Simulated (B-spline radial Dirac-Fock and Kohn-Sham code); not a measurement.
**The Sb-like isoelectronic sequence (51 electrons), Z = 61 to 73**

Level of theory: Dirac-Fock (average of configuration) total-energy differences with a finite nucleus, the Breit interaction including its frequency dependence, and self-energy and vacuum-polarisation corrections; a B-spline atomic structure program. Binding energies in eV, tabulated ground configurations. Correlation and solid-state effects are left out.

| ion | configuration | 2s | 3p1/2 | 3d3/2 | 3d5/2 | outermost level | NIST ionisation energy |
| --- | --- | --- | --- | --- | --- | --- | --- |
| Pm¹⁰⁺ | [Kr] 4d10 4f3 5s2 | 7611.3 | 1651.2 | 1230.3 | 1206.5 | 165.6 (4f) | 174 ± 9 |
| Sm¹¹⁺ | [Kr] 4d10 4f3 5s2 | 7953.1 | 1756.0 | 1317.8 | 1291.9 | 196.2 (4f) | 208 ± 10 |
| Eu¹²⁺ | [Kr] 4d10 4f3 5s2 | 8304.7 | 1864.9 | 1408.7 | 1380.7 | 228.8 (4f) | 243 ± 12 |
| Gd¹³⁺ | [Kr] 4d10 4f5 | 8645.5 | 1953.9 | 1479.7 | 1449.3 | 246.9 (4f) | – |
| Tb¹⁴⁺ | [Kr] 4d10 4f5 | 9015.5 | 2069.0 | 1575.5 | 1542.5 | 282.0 (4f) | 294 ± 15 |
| Dy¹⁵⁺ | [Kr] 4d10 4f5 | 9395.5 | 2188.2 | 1674.5 | 1639.0 | 319.0 (4f) | 332 ± 16 |
| Ho¹⁶⁺ | [Kr] 4d10 4f5 | 9786.0 | 2311.5 | 1776.9 | 1738.6 | 357.8 (4f) | 373 ± 19 |
| Er¹⁷⁺ | [Kr] 4d10 4f5 | 10186.9 | 2438.9 | 1882.6 | 1841.4 | 398.5 (4f) | 415 ± 21 |
| Tm¹⁸⁺ | [Kr] 4d10 4f5 | 10598.4 | 2570.5 | 1991.6 | 1947.3 | 441.1 (4f) | 460 ± 24 |
| Yb¹⁹⁺ | [Kr] 4d10 4f5 | 11020.7 | 2706.2 | 2103.8 | 2056.3 | 485.5 (4f) | 505 ± 25 |
| Lu²⁰⁺ | [Kr] 4d10 4f5 | 11453.8 | 2846.2 | 2219.3 | 2168.3 | 531.6 (4f) | 560 ± 30 |
| Hf²¹⁺ | [Kr] 4d10 4f5 | ? | ? | ? | ? | ? | ? |
| Ta²²⁺ | [Kr] 4d10 4f5 | 12353.8 | 3139.0 | 2460.1 | 2401.7 | 629.4 (4f) | 660 ± 30 |

Problem. Fill in the row of Hf²¹⁺.

Solution. 2s 11898.2, 3p1/2 2990.4, 3d3/2 2338.1, 3d5/2 2283.5, outermost 579.6 (4f), NIST 610 ± 30 eV.

NIST's values are for the lowest levels; a dash marks a value that is missing or belongs to another shell. Their kind here: theoretical. Where a p, d or f shell is open in either ion the computed value averages over both j values and all terms, while the table refers to the lowest levels; that difference holds spin-orbit splitting (largest in heavy or highly charged ions), term energies where several electrons share open shells, and correlation, and it can reach 10 % or more.
